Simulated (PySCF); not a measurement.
trimethylboroxine (C$_{3}$H$_{9}$B$_{3}$O$_{3}$), singlet, geometry from GFN2-xTB; DF-B3LYP/6-31G in PySCF.

The PySCF input:
```python
from pyscf import gto, scf, dft

mol = gto.M(
    atom='''
C    -1.88395612   -2.27603110   -0.19044238
B    -0.87190410   -1.05674841   -0.09615793
O     0.47004841   -1.27270533    0.04483004
B     1.35009723   -0.23070259    0.14235499
C     2.90538755   -0.50419483    0.30298053
O     0.86423434    1.04578587    0.09599612
B    -0.47285194    1.29171753   -0.04663207
C    -1.02286120    2.77925774   -0.11210905
O    -1.32942531    0.23068972   -0.14120135
H    -1.38725937   -3.18978592   -0.50066549
H    -2.69630027   -2.06716824   -0.88002264
H    -2.33445810   -2.46363513    0.78177321
H     3.29289147   -1.03354151   -0.56390256
H     3.10060956   -1.13590232    1.16551924
H     3.46912033    0.41574807    0.41763267
H    -1.89407176    2.90521266    0.52450806
H    -0.26974731    3.50276142    0.18249627
H    -1.33777140    3.02062529   -1.12473696
''',
    basis='6-31g',
    verbose=4,
)

mf = dft.RKS(mol)
mf.xc = 'b3lyp'
mf.grids.becke_scheme = dft.gen_grid.stratmann
mf = mf.density_fit(auxbasis='def2-universal-jkfit')
mf.kernel()
```

Task: Write the output that PySCF gives for this input, abridged.

Result: 
```
PySCF version 2.14.0

[INPUT] verbose = 4
[INPUT] num. atoms = 18
[INPUT] num. electrons = 66
[INPUT] charge = 0
[INPUT] spin (= nelec alpha-beta = 2S) = 0
[INPUT] symmetry False subgroup None
[INPUT] Mole.unit = angstrom
[INPUT] Symbol           X                Y                Z      unit          X                Y                Z       unit  Magmom
[...]
nuclear repulsion = 415.219515055801
number of shells = 63
number of NR pGTOs = 234
number of NR cGTOs = 99
basis = 6-31g
ecp = {}

******** <class 'pyscf.df.df_jk.DFRKS'> ********
method = DFRKS
initial guess = minao
damping factor = 0
level_shift factor = 0
DIIS = <class 'pyscf.scf.diis.CDIIS'>
diis_start_cycle = 1
diis_space = 8
diis_damp = 0
SCF conv_tol = 1e-09
SCF conv_tol_grad = None
SCF max_cycles = 50
direct_scf = False
XC library pyscf.dft.libxc version 7.1.2
    S. Lehtola, C. Steigemann, M. J. T. Oliveira, and M. A. L. Marques,  SoftwareX 7, 1–5 (2018)
XC functionals = b3lyp
    P. J. Stephens, F. J. Devlin, C. F. Chabalowski, and M. J. Frisch,  J. Phys. Chem. 98, 11623 (1994)
radial grids:
    Treutler-Ahlrichs [JCP 102, 346 (1995); DOI:10.1063/1.469408] (M4) radial grids

becke partition: Stratmann, Scuseria, Frisch. CPL, 257, 213 (1996); DOI:10.1016/0009-2614(96)00600-8
pruning grids: <function nwchem_prune>
grids dens level: 3
symmetrized grids: False
atomic radii adjust function: <function treutler_atomic_radii_adjust>
small_rho_cutoff = 0
Set gradient conv threshold to 3.16228e-05
Initial guess from minao.
tot grids = 215016
******** <class 'pyscf.df.df.DF'> ********
auxbasis = def2-universal-jkfit
init E= -421.340962191092
[...]
cycle= 1 E= -419.909227028291  delta_E= 1.43  |g|= 1.15  |ddm|= 4.12
[...]
cycle= 2 E= -419.637885769708  delta_E= 0.271  |g|= 1.66  |ddm|= 2.28
[...]
cycle= 3 E= -420.176658511155  delta_E= -0.539  |g|= 0.145  |ddm|=  1.4
[...]
cycle= 4 E= -420.181401547622  delta_E= -0.00474  |g|= 0.03  |ddm|= 0.145
[...]
cycle= 5 E= -420.181628184839  delta_E= -0.000227  |g|= 0.00157  |ddm|= 0.0251
[...]
cycle= 6 E= -420.181628474883  delta_E= -2.9e-07  |g|= 0.00141  |ddm|= 0.00296
[...]
cycle= 7 E= -420.181628847296  delta_E= -3.72e-07  |g|= 0.000313  |ddm|= 0.0013
[...]
cycle= 8 E= -420.181628870297  delta_E= -2.3e-08  |g|= 1.79e-05  |ddm|= 0.000377
[...]
cycle= 9 E= -420.181628870398  delta_E= -1.01e-10  |g|= 2.57e-06  |ddm|= 3.36e-05
[...]
Extra cycle  E= -420.181628870403  delta_E= -4.32e-12  |g|= 3.3e-06  |ddm|= 7.02e-06
converged SCF energy = -420.181628870403
```
